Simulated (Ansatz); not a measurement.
Two isomers of CH7B2ClSi: A = `BC([SiH3])BCl`, B = `CBB([SiH3])Cl`.

Calculated with Ansatz (gas phase, PBE0-D4/def2-TZVP geometries, no zero-point term in ΔE). CCSD(T)/CBS is the MP2 limit (def2-TZVPP, def2-QZVPP) plus CCSD(T) − MP2 in def2-TZVPP, frozen cores. DFT in def2-TZVPP. B3LYP here is the variant with VWN-RPA as its local correlation; programs differ in this. Each species was taken in one conformer, which may not be the lowest.

(1) Which isomer does CCSD(T)/CBS put lower? Give the gap. (Best estimate.)

(2) Give E(B) − E(A) in kJ/mol with B3LYP-D4, CCSD(T)/def2-TZVPP, HF/def2-TZVPP, r2SCAN-D4, MP2/def2-TZVPP, B3LYP, B2PLYP. (Estimate.)

Largest T1 diagnostic: 0.013.

Results:

(1) Computed: A, by 75.2 kJ/mol.

(2) The calculation gave: B3LYP-D4 63.1, CCSD(T)/def2-TZVPP 75.6, HF/def2-TZVPP 63.7, r2SCAN-D4 68.5, MP2/def2-TZVPP 90.3, B3LYP 58.4, B2PLYP 70.0. None reverses the order clearly.

The D4 term adds +4.7 kJ/mol with B3LYP and +2.2 kJ/mol with PBE0; it sums over pairs of atoms, weighted by their polarisabilities, and B3LYP, whose exchange is more repulsive, gets the larger term. From PBE to PBE0 (25 % exact exchange), in def2-TZVPP and without D4, E(B) − E(A) moves by +6.5 kJ/mol.
